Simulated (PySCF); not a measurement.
PySCF input (HF/def2-TZVPD):

```python
from pyscf import gto, scf, dft

mol = gto.M(
    atom='''
    Sn   -0.00363434   -0.01081654    0.87291239
    Br   -1.82041277   -1.46317825   -0.44145353
    Br   -0.35897586    2.31729584   -0.38852382
    Br    2.18458054   -0.83866540   -0.41704035
    ''',
    basis='def2-tzvpd',
    ecp='def2-tzvp',
    charge=-1,
    spin=0,
    verbose=4,
)

mf = scf.RHF(mol).density_fit(auxbasis='def2-universal-jkfit')
mf.conv_tol = 1e-9
mf.max_cycle = 100
mf.max_memory = 1500
mf.kernel()
if not mf.converged:
    mf = mf.newton()
    mf.kernel(mf.make_rdm1())
mf.analyze()
```

End of the output:

```
Extra cycle  E= -7930.87011016631  delta_E= -1.38e-10  |g|= 7.07e-06  |ddm|= 3.56e-05
converged SCF energy = -7930.87011016631
**** SCF Summaries ****
Total Energy =                       -7930.870110166305494
Nuclear Repulsion Energy =             937.317266100709162
One-electron Energy =               -13020.861634896446049
Two-electron Energy =                 4152.674258629431279
Two-electron Coulomb Energy =         4439.094047835821584
DFT Exchange-Correlation Energy =     -286.419789206390305
HOMO-LUMO gap [eV] =                     8.820724877017648
**** MO energy ****
MO #1   energy= -489.841875600515  occ= 2
MO #2   energy= -489.841875153302  occ= 2
MO #3   energy= -489.841875153178  occ= 2
MO #4   energy= -64.9841404301905  occ= 2
MO #5   energy= -64.9841399829037  occ= 2
MO #6   energy= -64.9841399827768  occ= 2
MO #7   energy= -58.3388497951902  occ= 2
MO #8   energy= -58.3388497950636  occ= 2
MO #9   energy= -58.3388460243004  occ= 2
MO #10  energy= -58.3383613898063  occ= 2
MO #11  energy= -58.3383613896837  occ= 2
MO #12  energy= -58.3383595425622  occ= 2
MO #13  energy= -58.3383535664391  occ= 2
MO #14  energy= -58.3383520588686  occ= 2
MO #15  energy= -58.338352058746   occ= 2
MO #16  energy= -9.65654067637073  occ= 2
MO #17  energy= -9.65654067624129  occ= 2
MO #18  energy= -9.65654038983966  occ= 2
MO #19  energy= -7.26598433394791  occ= 2
MO #20  energy= -7.26598433381709  occ= 2
MO #21  energy= -7.26598349299499  occ= 2
MO #22  energy= -7.26341513392894  occ= 2
MO #23  energy= -7.26341488232272  occ= 2
MO #24  energy= -7.26341488219352  occ= 2
MO #25  energy= -7.26337891933576  occ= 2
MO #26  energy= -7.26337891920671  occ= 2
MO #27  energy= -7.26337868055676  occ= 2
MO #28  energy= -5.75189733664327  occ= 2
MO #29  energy= -3.93930764453554  occ= 2
MO #30  energy= -3.93930764453     occ= 2
MO #31  energy= -3.93657008000599  occ= 2
MO #32  energy= -3.00733983723635  occ= 2
MO #33  energy= -3.00733983710573  occ= 2
MO #34  energy= -3.00733651755103  occ= 2
MO #35  energy= -3.00613378194148  occ= 2
MO #36  energy= -3.00612884721952  occ= 2
MO #37  energy= -3.00612884708989  occ= 2
MO #38  energy= -3.00609336047551  occ= 2
MO #39  energy= -3.00609336034613  occ= 2
MO #40  energy= -3.00608938578948  occ= 2
MO #41  energy= -3.00292997616614  occ= 2
MO #42  energy= -3.00292995123742  occ= 2
MO #43  energy= -3.00292995111049  occ= 2
MO #44  energy= -3.00292620412202  occ= 2
MO #45  energy= -3.00292620399527  occ= 2
MO #46  energy= -3.00292547278152  occ= 2
MO #47  energy= -1.20679515696059  occ= 2
MO #48  energy= -1.20679515695731  occ= 2
MO #49  energy= -1.20258107718992  occ= 2
MO #50  energy= -1.20258107717812  occ= 2
MO #51  energy= -1.20074181536529  occ= 2
MO #52  energy= -0.830836627457438 occ= 2
MO #53  energy= -0.814738060854903 occ= 2
MO #54  energy= -0.81473806069767  occ= 2
MO #55  energy= -0.444612202564841 occ= 2
MO #56  energy= -0.298661546380575 occ= 2
MO #57  energy= -0.298661546247854 occ= 2
MO #58  energy= -0.278588347044591 occ= 2
MO #59  energy= -0.26269750056769  occ= 2
MO #60  energy= -0.262697500508965 occ= 2
MO #61  energy= -0.245785256147059 occ= 2
MO #62  energy= -0.24578525605127  occ= 2
MO #63  energy= -0.243741675175169 occ= 2
MO #64  energy= -0.179590445098309 occ= 2
MO #65  energy= 0.14456521792211   occ= 0
MO #66  energy= 0.154289408901919  occ= 0
MO #67  energy= 0.154289408930791  occ= 0
MO #68  energy= 0.158898177999928  occ= 0
MO #69  energy= 0.175773033326257  occ= 0
MO #70  energy= 0.175773033375639  occ= 0
MO #71  energy= 0.191785768046918  occ= 0
MO #72  energy= 0.191785768065389  occ= 0
MO #73  energy= 0.195075560906943  occ= 0
MO #74  energy= 0.208472189235352  occ= 0
MO #75  energy= 0.208472189324622  occ= 0
MO #76  energy= 0.213665409817137  occ= 0
MO #77  energy= 0.260178115243405  occ= 0
MO #78  energy= 0.270866568502346  occ= 0
MO #79  energy= 0.286627707376438  occ= 0
MO #80  energy= 0.286627707396535  occ= 0
MO #81  energy= 0.291779197165029  occ= 0
MO #82  energy= 0.291779197261407  occ= 0
MO #83  energy= 0.330949363375224  occ= 0
MO #84  energy= 0.346882119544041  occ= 0
MO #85  energy= 0.355928690677823  occ= 0
MO #86  energy= 0.355928690719582  occ= 0
MO #87  energy= 0.361418625702558  occ= 0
MO #88  energy= 0.363323785052652  occ= 0
MO #89  energy= 0.363323785100676  occ= 0
MO #90  energy= 0.39533105290979   occ= 0
MO #91  energy= 0.395331052920485  occ= 0
MO #92  energy= 0.399338297505697  occ= 0
MO #93  energy= 0.399909125397446  occ= 0
MO #94  energy= 0.403688872715284  occ= 0
MO #95  energy= 0.403688872823634  occ= 0
MO #96  energy= 0.42057761298301   occ= 0
MO #97  energy= 0.420577613136652  occ= 0
MO #98  energy= 0.430916108166046  occ= 0
MO #99  energy= 0.430916108255046  occ= 0
MO #100 energy= 0.45675126770534   occ= 0
MO #101 energy= 0.489962531835255  occ= 0
MO #102 energy= 0.506669716098388  occ= 0
MO #103 energy= 0.506669716214141  occ= 0
MO #104 energy= 0.564152667932774  occ= 0
MO #105 energy= 0.572934760447011  occ= 0
MO #106 energy= 0.572934760511214  occ= 0
MO #107 energy= 0.625249636018905  occ= 0
[...]
```
